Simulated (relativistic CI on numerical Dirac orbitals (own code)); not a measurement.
Forbidden transitions in Nd22+

These numbers are calculated, not measured: Dirac-Coulomb-Breit CI, separate exchange-only KLI orbitals for each configuration, a model potential for QED, unscaled Slater integrals (own radial code, finite nucleus).

Configurations in the expansion (outside the closed core [Ar] 3d10): 4s²4p⁶4d², 4s²4p⁵4d³, 4s²4p⁶4d4f, 4s4p⁶4d³, 4s²4p⁵4d²4f, 4s4p⁶4d²4f, 4s²4p⁶4d5s, 4s²4p⁶4d5p, 4s²4p⁶4f5s, 4s²4p⁶4d5d, 4s²4p⁵4d²5s, 4s²4p⁶5s5p, 4s²4p⁶4d5f, 4s²4p⁶4d5g, 4s²4p⁶4d6s, 4s4p⁶4d²5s, 4s²4p⁶4d6d, 4s²4p⁶4d6g, 4s²4p⁶4f², 4s²4p⁵4f³, 4s4p⁶4f³, 4p⁶4d⁴, 4p⁵4d⁵, 4p⁵4d⁴4f, 4s²4p⁶4f5p, 4s²4p⁵4f²5p, 4s4p⁶4f²5p, 4s²4p⁶5s², 4s²4p⁵4f5s², 4s4p⁶4f5s², 4s²4p⁶5p², 4s²4p⁵4f5p², 4s4p⁶4f5p², 4p⁶4d³5s, 4p⁵4d⁴5s, 4p⁵4d³4f5s, 4s4p⁶4d5s², 4s4p⁵4d4f5s², 4p⁶4d4f5s². Double excitations out of closed p, d and f shells are left out; levels of such configurations are missing from the list, as are those of other unlisted configurations, and high levels can miss mixing partners. These lack a partner that the ground configuration has and come out too high: 4s²4p⁵4d²5s, 4s4p⁶4d²5s.

| λ vac (nm) | Lower | Upper | Type | A (s⁻¹) | gf | Branching (%) |
| --- | --- | --- | --- | --- | --- | --- |
| 9.5457 | 4s²4p⁵4d³ ³I°7 [39] | 4s²4p⁵4d²4f ³L9 [291] | M2 | 4.78e+02 | 1.24e-08 | 24.7 |
| 9.7241 | 4s²4p⁶4d² ¹G4 [7] | 4s²4p⁶4d4f ³H°6 [90] | M2 | 3.54e+03 | 6.53e-08 | 72.6 |
| 10.260 | 4s²4p⁵4d³ ³I°7 [39] | 4s²4p⁵4d²4f ⁵K9 [217] | M2 | 2.81e+03 | 8.42e-08 | 94.9 |
| 10.272 | 4s²4p⁵4d³ ⁵G°6 [33] | 4s²4p⁵4d²4f ⁵I8 [200] | M2 | 2.57e+03 | 6.92e-08 | 7.0 |
| 10.762 | 4s²4p⁶4d² ³F4 [4] | 4s²4p⁵4d³ ³H°6 [52] | M2 | 7.41e+02 | 1.67e-08 | 22.3 |
| 10.836 | 4s²4p⁶4d² ³F4 [4] | 4s²4p⁵4d³ ³H°6 [51] | M2 | 4.85e+02 | 1.11e-08 | 21.0 |
| 11.223 | 4s²4p⁶4d² ¹G4 [7] | 4s²4p⁵4d³ ³H°6 [52] | M2 | 7.92e+02 | 1.94e-08 | 23.8 |
| 11.304 | 4s²4p⁶4d² ¹G4 [7] | 4s²4p⁵4d³ ³H°6 [51] | M2 | 6.36e+01 | 1.58e-09 | 2.8 |
| 11.422 | 4s²4p⁶4d² ³F4 [4] | 4s²4p⁵4d³ ⁵G°6 [33] | M2 | 4.55e+01 | 1.16e-09 | 3.7 |
| 11.935 | 4s²4p⁶4d² ³F4 [4] | 4s²4p⁵4d³ ⁵G°6 [22] | M2 | 4.86e+01 | 1.35e-09 | 46.8 |
| 11.943 | 4s²4p⁶4d² ¹G4 [7] | 4s²4p⁵4d³ ⁵G°6 [33] | M2 | 4.45e+01 | 1.24e-09 | 3.6 |
| 40.952 | 4s²4p⁵4d³ ³I°7 [39] | 4s²4p⁵4d³ ¹I°6 [106] | M1 | 1.22e+05 | 3.99e-05 | 60.9 |
| 40.990 | 4s²4p⁵4d³ ³H°5 [40] | 4s²4p⁵4d³ ¹I°6 [106] | M1 | 5.13e+03 | 1.68e-06 | 2.6 |
| 46.487 | 4s²4p⁵4d³ ³H°6 [51] | 4s²4p⁵4d³ ¹I°6 [106] | M1 | 1.68e+04 | 7.09e-06 | 8.4 |
| 47.918 | 4s²4p⁵4d³ ³H°6 [52] | 4s²4p⁵4d³ ¹I°6 [106] | M1 | 3.74e+04 | 1.67e-05 | 18.6 |
| 57.859 | 4s²4p⁵4d³ ³I°7 [39] | 4s²4p⁶4d4f ³H°6 [90] | M1 | 2.56e+02 | 1.67e-07 | 5.2 |
| 60.688 | 4s²4p⁵4d³ ³G°5 [67] | 4s²4p⁵4d³ ¹I°6 [106] | M1 | 9.31e+03 | 6.68e-06 | 4.6 |
| 72.815 | 4s²4p⁵4d³ ³H°6 [52] | 4s²4p⁶4d4f ³H°6 [90] | M1 | 1.78e+02 | 1.84e-07 | 3.6 |
| 91.882 | 4s²4p⁶4d² ³F2 [1] | 4s²4p⁶4d² ³P2 [8] | M1 | 6.15e+01 | 3.89e-08 | 2.7 |
| 92.194 | 4s²4p⁶4d² ³P1 [6] | 4s²4p⁶4d² ¹S0 [9] | M1 | 8.18e+03 | 1.04e-06 | 97.9 |
| 100.45 | 4s²4p⁵4d³ ⁵G°5 [18] | 4s²4p⁵4d³ ³H°6 [51] | M1 | 4.34e+02 | 8.54e-07 | 18.8 |
| 108.36 | 4s²4p⁵4d²4f ⁵I8 [200] | 4s²4p⁵4d²4f ³L9 [291] | M1 | 5.56e+02 | 1.86e-06 | 28.7 |
| 117.76 | 4s²4p⁵4d³ ⁵G°6 [22] | 4s²4p⁵4d³ ³H°6 [51] | M1 | 1.70e+02 | 4.60e-07 | 7.4 |
| 137.05 | 4s²4p⁵4d²4f ⁵K9 [217] | 4s²4p⁵4d²4f ³L9 [291] | M1 | 6.84e+02 | 3.66e-06 | 35.3 |
| 140.35 | 4s²4p⁶4d² ³F3 [2] | 4s²4p⁶4d² ³P2 [8] | M1 | 4.63e+02 | 6.83e-07 | 20.3 |
| 148.96 | 4s²4p⁶4d² ³F2 [1] | 4s²4p⁶4d² ³P1 [6] | M1 | 8.80e+01 | 8.78e-08 | 26.7 |
| 161.96 | 4s²4p⁵4d³ ⁵F°5 [29] | 4s²4p⁵4d³ ³H°6 [52] | M1 | 3.14e+02 | 1.61e-06 | 9.4 |
| 162.28 | 4s²4p⁶4d² ³F3 [2] | 4s²4p⁶4d² ¹G4 [7] | M1 | 1.45e+03 | 5.15e-06 | 78.3 |
| 163.56 | 4s²4p⁶4d² ³F2 [1] | 4s²4p⁶4d² ³P2 [5] | M1 | 7.79e+02 | 1.56e-06 | 93.2 |
| 170.53 | 4s²4p⁵4d³ ³G°5 [31] | 4s²4p⁵4d³ ³H°6 [52] | M1 | 6.58e+02 | 3.73e-06 | 19.8 |
| 179.06 | 4s²4p⁵4d³ ⁵G°6 [22] | 4s²4p⁵4d³ ³I°7 [39] | M1 | 2.74e+02 | 1.98e-06 | 79.8 |
| 186.08 | 4s²4p⁵4d³ ⁵G°6 [33] | 4s²4p⁵4d³ ³H°6 [52] | M1 | 6.97e+02 | 4.70e-06 | 21.0 |
| 191.45 | 4s²4p⁵4d³ ⁵G°5 [18] | 4s²4p⁵4d³ ⁵G°6 [33] | M1 | 4.08e+02 | 2.91e-06 | 33.4 |
| 209.66 | 4s²4p⁶4d² ³P2 [5] | 4s²4p⁶4d² ³P2 [8] | M1 | 1.26e+03 | 4.16e-06 | 55.3 |
| 211.35 | 4s²4p⁵4d³ ⁵G°6 [33] | 4s²4p⁵4d³ ³H°6 [51] | M1 | 6.41e+02 | 5.58e-06 | 27.8 |
| 239.78 | 4s²4p⁶4d² ³P1 [6] | 4s²4p⁶4d² ³P2 [8] | M1 | 4.95e+02 | 2.13e-06 | 21.7 |
| 261.80 | 4s²4p⁶4d² ³F4 [4] | 4s²4p⁶4d² ¹G4 [7] | M1 | 4.00e+02 | 3.70e-06 | 21.6 |
| 265.91 | 4s²4p⁵4d³ ⁵G°6 [22] | 4s²4p⁵4d³ ⁵G°6 [33] | M1 | 7.04e+02 | 9.71e-06 | 57.7 |
| 266.05 | 4s²4p⁶4d² ³F2 [1] | 4s²4p⁶4d² ³F3 [2] | M1 | 1.15e+03 | 8.54e-06 | 100.0 |
| 343.94 | 4s²4p⁵4d³ ³I°7 [39] | 4s²4p⁵4d³ ³H°6 [51] | M1 | 1.71e+02 | 3.95e-06 | 7.4 |
| 346.61 | 4s²4p⁵4d³ ³H°5 [40] | 4s²4p⁵4d³ ³H°6 [51] | M1 | 2.52e+02 | 5.91e-06 | 10.9 |
| 359.98 | 4s²4p⁶4d4f ³H°5 [82] | 4s²4p⁶4d4f ³H°6 [90] | M1 | 4.64e+02 | 1.17e-05 | 9.5 |
| 405.56 | 4s²4p⁶4d² ³P0 [3] | 4s²4p⁶4d² ³P1 [6] | M1 | 2.37e+02 | 1.75e-06 | 72.0 |
| 424.58 | 4s²4p⁶4d² ³F3 [2] | 4s²4p⁶4d² ³P2 [5] | M1 | 5.63e+01 | 7.61e-07 | 6.7 |
| 426.92 | 4s²4p⁶4d² ³F3 [2] | 4s²4p⁶4d² ³F4 [4] | M1 | 1.80e+02 | 4.42e-06 | 99.9 |

Terms are leading LS components. Brackets give the number of a level in order of energy, since labels repeat. The list gives strong lines, with weight on those to low levels, among the lowest 400 of 7480 levels, so that lines to higher ones, which can be the strongest, are missing. Levels whose partners in the same complex of configurations lie outside the list can be far off, and so can their lines. Rates are taken at the computed energies, electric ones in the length gauge.

At this charge energies of transitions that change n are usually good to better than 1 %, and those within a shell (Δn = 0) to a few per cent. Terms inside the open d or f shell come out 10 to 20 % too wide with unscaled integrals.

LS names give the leading component of a level, which can be under half, so a name can repeat, a term be missing and a line seem to break the LS rules.
